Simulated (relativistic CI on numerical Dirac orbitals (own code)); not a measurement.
Electric-dipole lines of Er⁵¹⁺

Method of calculation: Dirac-Coulomb-Breit CI, orbitals from a KLI potential per configuration, model QED (radiative potential, 1s self-energy scaled to tabulated hydrogen-like ionisation energies), unscaled Slater integrals (own radial code, finite nucleus).

Configuration list (outside the closed core [Ne]): 3s2 3p5, 3s 3p6, 3s2 3p4 3d, 3s 3p5 3d, 3p6 3d, 3s 3p4 3d2, 3s2 3p3 3d 4p, 3p6 4s, 3s 3p4 3d 4s, 3s2 3p4 4s, 3p6 4p, 3s2 3p4 4p, 3s2 3p4 4d, 3p5 3d 4p, 3s 3p5 4s, 3s2 3p4 4f, 3s 3p5 4p, 3s 3p5 4d, 3s 3p5 4f, 3s2 3p4 5s, 3s2 3p4 5p, 3s2 3p3 4s 4p, 3s2 3p4 5d, 3s2 3p4 5f, 3s2 3p4 5g, 3s 3p4 4s2, 3s 3p5 5s, 3s 3p5 5p, 3s2 3p3 3d2, 3s2 3p2 3d3, 3s 3p3 3d3, 3s2 3p2 3d2 4s, 3s2 3p2 3d2 4p, 3s2 3p2 3d2 4d, 3p5 3d2, 3p4 3d3, 3p4 3d2 4s, 3p4 3d2 4p, 3p4 3d2 4d, 3s2 3p3 3d 4s, 3s 3p3 3d2 4s, 3s2 3p2 3d 4s2, 3s2 3p2 3d 4s 4p, 3s2 3p2 3d 4s 4d, 3p5 3d 4s, 3p4 3d 4s2, 3p4 3d 4s 4p, 3p4 3d 4s 4d, 3s2 3p3 4s2, 3s 3p3 3d 4s2, 3s2 3p2 4s2 4p, 3s2 3p2 4s2 4d, 3s2 3p3 4p2, 3s2 3p2 3d 4p2, 3s 3p3 3d 4p2, 3s2 3p2 4s 4p2, 3s2 3p2 4p3, 3s2 3p2 4p2 4d. Double excitations out of closed p, d and f shells are left out; levels of such configurations are missing from the list, as are those of other unlisted configurations, and high levels can miss mixing partners. These lack a partner that the ground configuration has and come out too high: 3s2 3p4 4f, 3s 3p5 4p, 3s 3p5 4d, 3s 3p5 4f, 3s2 3p4 5s.

```tsv
λ vac (Å)	Lower	Upper	A (s⁻¹)	E lower (Ry)	E upper (Ry)
24.836	3s2 3p3 3d2 4G°_11/2 [36]	3s2 3p2 3d3 4F_9/2 [321]	2.94e+12	37.0264	73.7180
24.937	3s2 3p4 3d 2F_7/2 [5]	3s2 3p3 3d2 4D°_5/2 [95]	2.53e+12	16.2242	52.7673
25.012	3s2 3p4 3d 2D_3/2 [7]	3s2 3p3 3d2 2D°_3/2 [102]	3.33e+12	17.4713	53.9039
25.031	3s2 3p4 3d 4F_9/2 [9]	3s2 3p3 3d2 4D°_7/2 [128]	1.94e+12	19.7291	56.1343
25.071	3s2 3p4 3d 2F_7/2 [5]	3s2 3p3 3d2 4F°_7/2 [92]	1.18e+12	16.2242	52.5709
25.164	3s2 3p4 3d 2F_7/2 [8]	3s2 3p3 3d2 4P°_5/2 [122]	2.77e+12	19.5623	55.7752
25.253	3s2 3p4 3d 2F_7/2 [5]	3s2 3p3 3d2 4F°_7/2 [89]	1.52e+12	16.2242	52.3093
25.280	3s2 3p3 3d2 4G°_11/2 [36]	3s2 3p2 3d3 4G_11/2 [308]	3.10e+12	37.0264	73.0737
25.373	3s2 3p4 3d 4F_9/2 [9]	3s2 3p3 3d2 4F°_9/2 [120]	9.85e+11	19.7291	55.6446
25.407	3s2 3p5 2P°_3/2 [1]	3s2 3p4 3d 2S_1/2 [26]	3.75e+12	0.0000	35.8668
25.643	3s2 3p4 3d 2F_7/2 [8]	3s2 3p3 3d2 4D°_7/2 [117]	1.73e+12	19.5623	55.0994
25.682	3s2 3p5 2P°_3/2 [1]	3s2 3p4 3d 2P_3/2 [25]	1.89e+12	0.0000	35.4832
25.688	3s2 3p4 3d 2D_5/2 [11]	3s2 3p3 3d2 2F°_7/2 [135]	1.46e+12	21.6394	57.1137
25.771	3s2 3p5 2P°_3/2 [1]	3s2 3p4 3d 2D_5/2 [24]	1.93e+12	0.0000	35.3603
25.810	3s2 3p4 3d 4F_9/2 [9]	3s2 3p3 3d2 4F°_9/2 [115]	1.16e+12	19.7291	55.0353
25.874	3s2 3p4 3d 2F_7/2 [8]	3s2 3p3 3d2 4F°_9/2 [111]	1.09e+12	19.5623	54.7818
25.960	3s2 3p4 3d 4F_9/2 [9]	3s2 3p3 3d2 4G°_11/2 [112]	1.10e+12	19.7291	54.8321
40.420	3s2 3p4 3d 2F_7/2 [5]	3s2 3p3 3d2 2G°_9/2 [44]	4.69e+11	16.2242	38.7689
40.814	3s2 3p5 2P°_3/2 [1]	3s2 3p4 3d 2D_5/2 [13]	4.75e+11	0.0000	22.3275
41.117	3s2 3p4 3d 4D_5/2 [3]	3s2 3p3 3d2 2G°_7/2 [41]	3.39e+11	15.9218	38.0844
```

Terms are leading LS components. Brackets give the number of a level in order of energy, since labels repeat. The list gives strong lines, with weight on those to low levels, without lines whose two gauges differ by over a factor of 2.5, among the lowest 400 of 10102 levels, so that lines to higher ones, which can be the strongest, are missing. Levels whose partners in the same complex of configurations lie outside the list can be far off, and so can their lines. Rates are taken at the computed energies, electric ones in the length gauge.

At this charge energies of transitions that change n are usually good to better than 1 %, and those within a shell (Δn = 0) to a few per cent.

LS names give the leading component of a level, which can be under half, so a name can repeat, a term be missing and a line seem to break the LS rules.
